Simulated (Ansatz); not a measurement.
Rb₂, closed-shell singlet (the spin of the measured ground state), most abundant isotopes (84.9118 and 84.9118 u). Constants from fifth-degree fits in 1/R to seven points on the lowest solution found; no spin–orbit coupling, no relativity up to Kr; ω_e x_e and α_e move by some per cent with the fit.

Correlated levels freeze the inner cores; with def2 sets outer-core shells near the valence are correlated too.

Programs: Ansatz (a quantum-chemistry and plane-wave program). Values without a source in brackets are computed. In def2 rows elements past Kr take small-core potentials, without spin–orbit coupling.

At CCSD(T)/def2-QZVPP: B₀ = 0.022130 cm⁻¹, fundamental 57 cm⁻¹.

Taking the state as ¹Σ, work out the ideal-gas entropy and heat capacity at 298.15 K and 1 bar (rigid rotor, harmonic oscillator at the fundamental, no nuclear spin).


Translation: S = R(1.5 ln M + 2.5 ln T − 1.1517) with M = 169.824 u gives 172.89 J/(mol K). Rotation: q = kT/(σhcB₀) = 4681.9 with σ = 2 and hc/k = 1.43878 cm K, S = R(ln q + 1) = 78.58. Vibration: u = hcν/kT = 0.276, S = R(u/(eᵘ − 1) − ln(1 − e⁻ᵘ)) = 19.05. Sum S° = 270.5 J/(mol K). C_p = 7R/2 + R u² eᵘ/(eᵘ − 1)² = 37.36 J/(mol K).

Doubts at one or more of the structures used: a restricted determinant that unrestricted orbitals would lower (CCSD(T)/def2-QZVPP).
